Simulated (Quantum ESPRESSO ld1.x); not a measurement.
The numbers below are computed, except where a source is named.
Question: Ionisation of the thulium ion Tm51+, [Ar], to Tm52+, [Ne] 3s2 3p5, under several functionals. Dirac Kohn-Sham, spin-unpolarised, spherical densities, point nucleus; open shells are shared between the two j in proportion to 2j + 1; ld1.x of Quantum ESPRESSO 7.5. Known Delta-SCF values: LDA (Slater exchange, Gunnarsson-Lundqvist correlation) 4904.5 eV; HCTH/120 4913.5 eV; LDA (Slater exchange, VWN5 correlation) 4903.8 eV. What does Slater X-alpha with alpha = 1 give, and what is its highest occupied eigenvalue?

Answer: 4969.5 eV by Delta-SCF; the 3p3/2 eigenvalue is -4826.7 eV. NIST: 4812 eV (theoretical).

Beside tabulated values, note that spin-unpolarised runs miss the spin-polarisation part of the exchange energy of open shells.
